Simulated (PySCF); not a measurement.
Basis-set dependence of excited states

ClGa (singlet state).
Structure used (PBE0-D3(BJ)/def2-SVP), in Å, numbered top down from 1:
```
atom  x, y, z in Å
Cl1    1.1325   -0.0857    0.0097
Ga2   -1.0828   -0.0020   -0.0319
```

TDDFT with PBE0 (PySCF), vertical singlets, core orbitals frozen in the response, spherical d and f functions. Isolated species at its PBE0-D3(BJ)/def2-SVP geometry, gas phase. Relativistic effects, spin–orbit coupling among them, are left out although an element past zinc is present.

```json
{"basis": "6-31G*", "functions": "50", "diffuse": "no", "S1 (eV)": "4.89", "S2 (eV)": "4.89", "S3 (eV)": "5.66", "S4 (eV)": "5.72", "S5 (eV)": "5.72", "LUMO (eV)": "-1.74", "α (au)": "40.7"}
{"basis": "def2-SVP", "functions": "50", "diffuse": "no", "S1 (eV)": "4.88", "S2 (eV)": "4.88", "S3 (eV)": "5.64", "S4 (eV)": "5.72", "S5 (eV)": "5.72", "LUMO (eV)": "-1.58", "α (au)": "39.6"}
{"basis": "aug-cc-pVDZ", "functions": "63", "diffuse": "yes", "S1 (eV)": "4.89", "S2 (eV)": "4.89", "S3 (eV)": "5.72", "S4 (eV)": "5.77", "S5 (eV)": "5.77", "LUMO (eV)": "-1.75", "α (au)": "48.3"}
{"basis": "def2-SVPD", "functions": "65", "diffuse": "yes", "S1 (eV)": "4.94", "S2 (eV)": "4.94", "S3 (eV)": "5.77", "S4 (eV)": "5.83", "S5 (eV)": "5.83", "LUMO (eV)": "-1.74", "α (au)": "48.6"}
{"basis": "def2-TZVP", "functions": "85", "diffuse": "no", "S1 (eV)": "4.85", "S2 (eV)": "4.85", "S3 (eV)": "5.72", "S4 (eV)": "5.78", "S5 (eV)": "5.78", "LUMO (eV)": "-1.67", "α (au)": "44.4"}
{"basis": "def2-TZVPD", "functions": "100", "diffuse": "yes", "S1 (eV)": "4.86", "S2 (eV)": "4.86", "S3 (eV)": "5.73", "S4 (eV)": "5.78", "S5 (eV)": "5.78", "LUMO (eV)": "-1.72", "α (au)": "49.4"}
{"basis": "aug-cc-pVTZ", "functions": "109", "diffuse": "yes", "S1 (eV)": "4.84", "S2 (eV)": "4.84", "S3 (eV)": "5.73", "S4 (eV)": "5.78", "S5 (eV)": "5.78", "LUMO (eV)": "-1.75", "α (au)": "49.1"}
```

Compare the sets with the largest diffuse one.

States are compared by their number. Against the largest diffuse basis here (aug-cc-pVTZ, itself not a converged limit), sets without diffuse functions differ by up to 0.05 eV in S1 and 0.06 eV in S5; the smaller diffuse sets differ by up to 0.10 and 0.05 eV. State by state, the largest deviation of a set without diffuse functions is S1 0.05, S2 0.05, S3 0.09, S4 0.06, S5 0.06 eV. The same number needn't mean the same state in each row. Against aug-cc-pVTZ the polarisability deviates by -17% in 6-31G*, -19% in def2-SVP, -2% in aug-cc-pVDZ, -1% in def2-SVPD, -10% in def2-TZVP, +1% in def2-TZVPD.
